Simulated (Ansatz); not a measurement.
Relaxation of the cluster CuCl2⁻ with UKS B3LYP-D4/def2-TZVPD.

```sh
$ ansatz run in.yaml --threads 4 --pin off --events-out ev --progress --plain --max-ram 3916MiB
```

```yaml
crystal:
  periodic: [false, false, false]
  atoms:
    - {symbol: Cu, position_ang: [0.000165, -0.000031, -0.000030]}
    - {symbol: Cl, position_ang: [-0.190367, -2.141612, 0.176250]}
    - {symbol: Cl, position_ang: [0.190202, 2.141653, -0.176230]}
basis:
  gaussian: {orbitals: def2-TZVPD}
total_charge: -1
magnetization: {spin_polarized: true, initial_magnetization: 2}
hamiltonian: {xc: {name: B3LYP}, dispersion: d4}
scf: {lower_state_search: "off"}
output: {orbitals: {seedname: orbitals}}
relax: {f_tol: 0.02, max_steps: 100}
```

Hardware: 4 threads of Intel Xeon Platinum 8259CL on a shared host. Wall time 42 s.

Positions (Å) and forces (eV/Å) at steps 1, 2, 3, 4, 6, 7, 8, 9, 10, 11, 12, 13 of 13:

```xyz
3
step=1 energy=-69691.0716 eV
Cu    0.000    0.000    0.000    0.001    0.000    0.000
Cl   -0.190   -2.142    0.176   -0.080   -0.890    0.073
Cl    0.190    2.142   -0.176    0.079    0.889   -0.073
3
step=2 energy=-69691.1500 eV
Cu    0.000    0.000    0.000    0.002    0.000    0.000
Cl   -0.195   -2.188    0.180   -0.068   -0.755    0.062
Cl    0.194    2.188   -0.180    0.066    0.755   -0.062
3
step=3 energy=-69691.2779 eV
Cu    0.002    0.000    0.000    0.003    0.001   -0.001
Cl   -0.212   -2.382    0.196    0.008    0.103   -0.008
Cl    0.211    2.382   -0.196   -0.011   -0.103    0.009
3
step=4 energy=-69691.2807 eV
Cu    0.003    0.000    0.000    0.005   -0.002   -0.001
Cl   -0.210   -2.352    0.194   -0.004   -0.012    0.001
Cl    0.208    2.352   -0.193   -0.001    0.014   -0.001
3
step=6 energy=-69691.2832 eV
Cu    0.047   -0.006   -0.008    0.082   -0.001   -0.014
Cl   -0.234   -2.364    0.199   -0.036    0.059    0.002
Cl    0.187    2.370   -0.191   -0.046   -0.057    0.012
3
step=7 energy=-69691.3136 eV
Cu    0.239   -0.028   -0.040    0.145    0.008   -0.026
Cl   -0.333   -2.389    0.218   -0.041    0.375   -0.018
Cl    0.094    2.417   -0.178   -0.104   -0.383    0.044
3
step=8 energy=-69691.4532 eV
Cu    0.435   -0.045   -0.073    0.355   -0.037   -0.060
Cl   -0.423   -2.289    0.227   -0.126    0.598   -0.018
Cl   -0.012    2.334   -0.154   -0.229   -0.561    0.078
3
step=9 energy=-69691.6455 eV
Cu    0.627   -0.065   -0.106    0.025    0.001   -0.004
Cl   -0.510   -2.185    0.235    0.054    0.750   -0.059
Cl   -0.116    2.250   -0.130   -0.078   -0.751    0.064
3
step=10 energy=-69691.8962 eV
Cu    0.749   -0.077   -0.126   -0.044    0.005    0.007
Cl   -0.555   -1.996    0.230    0.074    0.589   -0.052
Cl   -0.194    2.073   -0.104   -0.030   -0.594    0.045
3
step=11 energy=-69692.0562 eV
Cu    0.840   -0.085   -0.142    0.142   -0.018   -0.024
Cl   -0.583   -1.802    0.222   -0.054    0.187   -0.003
Cl   -0.258    1.887   -0.081   -0.088   -0.169    0.027
3
step=12 energy=-69692.0784 eV
Cu    0.968   -0.098   -0.163   -0.147    0.016    0.025
Cl   -0.632   -1.634    0.220    0.067   -0.076   -0.007
Cl   -0.337    1.733   -0.057    0.080    0.060   -0.018
3
step=13 energy=-69692.0867 eV
Cu    0.925   -0.094   -0.156    0.002    0.000    0.000
Cl   -0.615   -1.685    0.220   -0.002   -0.006    0.001
Cl   -0.311    1.779   -0.064    0.000    0.005    0.000
```

The highest occupied level of the charge -1 triplet lies above zero (up to 0.11 eV). It is a level of α spin, whose loss leaves a doublet; that state wasn't run at this geometry and level. The electron is either unbound and held by the finite basis, or the level is raised by self-interaction error. The relaxation made no stability test and no search for a lower SCF solution. At B3LYP-D4/def2-TZVPD a singlet of charge -1 lies 3.22 eV below the triplet, each at its own geometry. The structure comes from a short search, and lower isomers may exist.
